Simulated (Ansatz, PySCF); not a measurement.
Zn(OMe)(SH) (CH₄OSZn), SMILES C[O][Zn][SH]. Atoms are numbered in the order given.

```xyz
8

Zn     0.2214     0.3006     0.0456
O      1.4266    -0.5181    -0.9528
C      1.1954    -1.2020    -2.1499
H      0.7715    -0.5608    -2.9513
H      2.1553    -1.5961    -2.5338
H      0.5163    -2.0736    -2.0373
S     -1.0873     1.3732     1.3808
H     -1.3232     0.2734     2.1341
```

The structure is a stationary point at r2SCAN-D4/def2-SVP. Other conformers were not sampled.

Two levels are set side by side: PBE-D3(BJ)/def2-SVP (Ansatz, an electronic-structure program) and r2SCAN-D4/def2-SVP (Ansatz). Each level has its own optimised geometry; the coordinates shown are those of the second. Frequencies come from the Hessian of PySCF at each geometry. Differences are taken from unrounded values.

```
quantity                            r2SCAN-D4  PBE-D3(BJ)  PBE-D3(BJ) minus r2SCAN-D4
----------------------------------  ---------  ----------  --------------------------
mean bond length (Å)                    1.429       1.440                       0.012
bond Zn1–O2 (Å)                         1.766       1.787                       0.020
bond Zn1–S7 (Å)                         2.155       2.173                       0.017
bond O2–C3 (Å)                          1.398       1.404                       0.006
bond C3–H4 (Å)                          1.110       1.119                       0.009
bond C3–H5 (Å)                          1.106       1.115                       0.009
bond C3–H6 (Å)                          1.111       1.119                       0.009
bond S7–H8 (Å)                          1.354       1.365                       0.011
highest harmonic wavenumber (cm⁻¹)       3048        2969                         -79
mean harmonic wavenumber (cm⁻¹)          1210        1178                         -32
zero-point energy (kcal/mol)            31.15       30.31                       -0.83
```
